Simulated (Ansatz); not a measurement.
Input for Ansatz (a first-principles code): R-MP2/aug-cc-pV(T+d)Z on C3H7NSi (SMILES N[C@H]1C=C[SiH2]1), atoms moved off the minimum. Files ending in .json are basis or fitting sets from the Basis Set Exchange.

Ansatz 0.2 input:
```yaml
crystal:
  periodic: [false, false, false]
  atoms:
    - {symbol: N, position_ang: [1.92783211, -0.47811418, 0.34357078]}
    - {symbol: C, position_ang: [0.56691331, -0.70662626, 0.02606651]}
    - {symbol: C, position_ang: [-0.49757804, -0.50852157, 1.15693297]}
    - {symbol: C, position_ang: [-1.39812848, 0.35372692, 0.61568930]}
    - {symbol: Si, position_ang: [-0.44309478, 0.60575973, -0.90698871]}
    - {symbol: H, position_ang: [2.31083315, -1.09848344, 1.05264720]}
    - {symbol: H, position_ang: [2.10095080, 0.50014755, 0.75956009]}
    - {symbol: H, position_ang: [0.47811031, -1.68415100, -0.36567628]}
    - {symbol: H, position_ang: [-0.54832145, -0.93534062, 2.07931734]}
    - {symbol: H, position_ang: [-2.34897390, 0.80450701, 1.04235012]}
    - {symbol: H, position_ang: [-1.12336331, 0.19783319, -2.32303420]}
    - {symbol: H, position_ang: [0.22148576, 1.87918925, -1.16087622]}
basis:
  gaussian:
    orbitals: aug-cc-pV_T+d_Z.json
magnetization: {spin_polarized: false}
correlation: {method: mp2, electrons: outside_noble_gas}
scf: {lower_state_search: off}
output: {forces: true}
```

The head of its log:

```
WARN ansatz: RAYON_NUM_THREADS=8 ignored (pool sized by the plan → 8); use --threads N
Functional definition: HF
these checks for a lower state are left out or cut short: starts, cluster_reference, orbital_swaps, neighbouring_geometries, increment
integrals: 2.20 GiB planned
2282 factors; integrals over basis functions are off by at most 9.4e-4 eV
3.17 GiB of device memory are held for the factors and their scratch space
mean field: 2.56 GiB planned
mean field evaluation 1: about -12540.8624 eV, gradient 4.4e1 eV
mean field evaluation 2: about -12541.0316 eV, gradient 4.4e1 eV
mean field evaluation 4: about -12546.0667 eV, gradient 4.4e0 eV
mean field evaluation 8: about -12546.1451 eV, gradient 2.9e-1 eV
mean field -12546.14563191 eV, -461.0623478896 hartree, gradient 1.9e-6 eV, S^2 0.000000; 0 other end points of the search recorded, 0 dependent functions left out
9 core orbitals not correlated
reference -12546.14563191 eV, -461.0623478896 hartree; 14, 14 occupied and 377, 377 virtual orbitals, 2282 factors
densities: 0.28 GiB planned
```

Q: What total energy does the run end on?

A: -461.8982 hartree.
